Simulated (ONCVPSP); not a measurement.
## Configuration tests for C (Z = 6) (ONCV)

ONCVPSP 4.0.1 input, shortened (lines: element, Z, core and valence counts, functional; n l f; lmax; l rc ep ncon nbas qcut; lloc lpopt rc5 dvloc0; l nproj debl; icmod fcfact rcfact), PBE, scalar-relativistic:

```
  C 6.00    0    3        4      upf
    1    0    2.00
    2    0    1.00
    2    1    3.00
    1
    0    0.55    0.00    4    9   27.40
    1    1.85    0.00    4    9    7.50
    4    5    0.45    6.00
    0    2    3.60
    1    2    2.10
    0    0.00    0.00
```

Energies are relative to the spin-unpolarised reference configuration 1s2 2s1 2p3; without spin polarisation the order of configurations can differ from experiment.

```
valence configuration  charge  ΔE all-electron (eV)  error AE − PS (meV)
          1s2 2s2 2p2       0                -8.478                 -7.7
          1s2 2s2 2p0      +2                26.539                 +251
```

Question: What are ΔE and the potential's error for 1s2 2s2 2p1?

Answer: ΔE = 2.384 eV all-electron; the error (AE − PS) is +35 meV.

Question: What are ΔE and the potential's error for 1s2 2s2 2p1.5?

Answer: ΔE = -4.515 eV all-electron; the error (AE − PS) is +3.4 meV.
